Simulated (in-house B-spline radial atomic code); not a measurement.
Radial electron density of Sn¹¹⁺, [Kr] 4d3. Computed with a B-spline radial code for spherical atoms: scalar-relativistic (X2C) LDA VWN5, spin-polarised, spherical fractional occupations, Fermi nucleus of rms radius 4.6519 fm.

One-electron X2C: radii and densities carry no picture-change correction, so inner-shell <1/r> comes out high (for 1s by about 2 % at Z = 33, 5 % at 54, 10 % at 75, 30 % at 118) and <r> low.

Columns: r (bohr), 4πr²n(r) (electrons per bohr), bar.

```
0.000858    1.769 #
 0.00104    2.409 #
 0.00126    3.267 ##
 0.00152    4.385 ##
 0.00184    5.887 ###
 0.00223    7.871 ####
 0.00269    10.38 ######
 0.00326    13.65 #######
 0.00395    17.75 ##########
 0.00477    22.68 ############
 0.00578    28.65 ###############
 0.00699     35.4 ###################
 0.00846    42.75 #######################
  0.0102    50.04 ###########################
  0.0124    56.98 ###############################
   0.015    62.14 #################################
  0.0181     64.8 ###################################
   0.022     64.5 ###################################
  0.0266     61.6 #################################
  0.0322    57.72 ###############################
  0.0389    55.54 ##############################
  0.0471    57.67 ###############################
   0.057    64.98 ###################################
   0.069    74.91 ########################################
  0.0835    81.79 ############################################
   0.101    80.35 ###########################################
   0.122    70.63 ######################################
   0.148    59.35 ################################
   0.179    56.05 ##############################
   0.217    62.02 #################################
   0.262    67.35 ####################################
   0.317    61.03 #################################
   0.384    43.22 #######################
   0.464    26.25 ##############
   0.562    19.15 ##########
    0.68    19.18 ##########
   0.823    17.68 ##########
   0.996    11.88 ######
    1.21    5.362 ###
    1.46    1.658 #
    1.77   0.3146 
    2.14  0.03658 
    2.59 0.002317 
    3.13 7.397e-05
```

On this grid the curve has 4 maxima, near 0.0181, 0.0835, 0.262, 0.68 bohr.

The 4d up radial function P(r) = rR(r), positive near the nucleus:

```json
{"r (bohr)": "0.0102", "P": "0.00181"}
{"r (bohr)": "0.015", "P": "0.00513"}
{"r (bohr)": "0.022", "P": "0.01403"}
{"r (bohr)": "0.0322", "P": "0.03649"}
{"r (bohr)": "0.0471", "P": "0.08876"}
{"r (bohr)": "0.069", "P": "0.1966"}
{"r (bohr)": "0.101", "P": "0.3779"}
{"r (bohr)": "0.148", "P": "0.5909"}
{"r (bohr)": "0.217", "P": "0.6595"}
{"r (bohr)": "0.317", "P": "0.3316"}
{"r (bohr)": "0.464", "P": "-0.418"}
{"r (bohr)": "0.68", "P": "-1.095"}
{"r (bohr)": "0.996", "P": "-1.071"}
{"r (bohr)": "1.46", "P": "-0.4985"}
{"r (bohr)": "2.14", "P": "-0.09173"}
{"r (bohr)": "3.13", "P": "-0.004709"}
```
